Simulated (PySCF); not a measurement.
## `C#CC[C@H]1OC[C@@H]1C`, C7H10O

Molfile (atoms numbered from 1):
```
C7H10O
     RDKit          3D

 18 18  0  0  0  0  0  0  0  0999 V2000
    3.0181    1.0926    0.3155 C   0  0  0  0  0  0  0  0  0  0  0  0
    2.2532    0.5077   -0.3948 C   0  0  0  0  0  0  0  0  0  0  0  0
    1.3056   -0.1908   -1.2365 C   0  0  0  0  0  0  0  0  0  0  0  0
   -0.1279    0.1642   -0.8456 C   0  0  1  0  0  0  0  0  0  0  0  0
   -1.1087   -0.5780   -1.5831 O   0  0  0  0  0  0  0  0  0  0  0  0
   -1.6919   -1.1093   -0.3925 C   0  0  0  0  0  0  0  0  0  0  0  0
   -0.6461   -0.4083    0.4854 C   0  0  2  0  0  0  0  0  0  0  0  0
   -1.1577    0.5894    1.5051 C   0  0  0  0  0  0  0  0  0  0  0  0
    3.7017    1.6026    0.9256 H   0  0  0  0  0  0  0  0  0  0  0  0
    1.4683    0.0834   -2.2821 H   0  0  0  0  0  0  0  0  0  0  0  0
    1.4515   -1.2704   -1.1395 H   0  0  0  0  0  0  0  0  0  0  0  0
   -0.2905    1.2438   -0.9562 H   0  0  0  0  0  0  0  0  0  0  0  0
   -2.7178   -0.7538   -0.2565 H   0  0  0  0  0  0  0  0  0  0  0  0
   -1.6802   -2.2026   -0.3879 H   0  0  0  0  0  0  0  0  0  0  0  0
    0.0603   -1.0968    0.9525 H   0  0  0  0  0  0  0  0  0  0  0  0
   -1.6392    0.0714    2.3319 H   0  0  0  0  0  0  0  0  0  0  0  0
   -0.3283    1.1755    1.8953 H   0  0  0  0  0  0  0  0  0  0  0  0
   -1.8792    1.2658    1.0518 H   0  0  0  0  0  0  0  0  0  0  0  0
  1  2  3  0
  2  3  1  0
  3  4  1  0
  4  5  1  0
  5  6  1  0
  6  7  1  0
  7  8  1  0
  7  4  1  0
  1  9  1  0
  3 10  1  0
  3 11  1  0
  4 12  1  1
  6 13  1  0
  6 14  1  0
  7 15  1  1
  8 16  1  0
  8 17  1  0
  8 18  1  0
M  END
```

The calculation used TDDFT BHandHLYP/def2-SVPD circular dichroism and optical rotation, one conformer, gas phase (PySCF 2.14.0). Geometry: GFN2-xTB.

The molecule is flexible and this is one conformer; a measurement averages over conformers.

Task: Draw the ECD and absorption spectra from the lowest 8 states, each a Gaussian of half-width 0.2 eV at 1/e height.

Result: 
```tsv
E (eV)	λ (nm)	Δε (L mol⁻¹ cm⁻¹)	ε (L mol⁻¹ cm⁻¹)
6.11	203	0.00	0
6.26	198	-0.01	0.0866
6.41	194	-0.08	1.34
6.56	189	-0.20	18
6.71	185	-0.19	121
6.86	181	-0.07	284
7.01	177	+0.03	218
7.16	173	+0.02	55.7
7.31	170	-0.06	32.7
7.46	166	-1.45	408
7.61	163	-10.79	2400
7.76	160	-23.84	5800
7.91	157	-10.95	5390
8.06	154	+5.29	2330
```
Δε uses R in velocity form, ε uses f in length form. Only the states computed contribute, so the short-wavelength end is incomplete.
